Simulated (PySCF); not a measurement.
# Selenium: a sound run and one with changed settings

Sound run: Se⁺ [Ar] 3d10 4s2 4p3, Se²⁺ [Ar] 3d10 4s2 4p2. Computed with PySCF 2.14 in aug-cc-pVDZ-DK, with scalar relativity by spin-free X2C-1e. In the sound run the correlated levels freeze [Ar] 3d10. The sound run starts from symmetry-adapted Hartree-Fock orbitals and uses a fine grid where one is needed.

Changed run: all electrons correlated in a basis built for the valence shell.

| species | method | sound run (hartree) | changed run (hartree) | converged |
| --- | --- | --- | --- | --- |
| Se⁺ | MP2 | -2427.70519 | -2427.73228 | yes |
| Se²⁺ | MP2 | -2426.92590 | -2426.95152 | yes |

Ionisation energy of Se⁺:

```tsv
method	sound run (eV)	changed run (eV)
UHF	20.841	20.841
MP2	21.206	21.246
SCS-MP2	21.078	21.102
```

A valence basis has no tight correlating functions, so it recovers only part of the core correlation, and not evenly between atom and ion.

For comparison, NIST gives 21.196 ± 0.01 eV between the lowest levels.
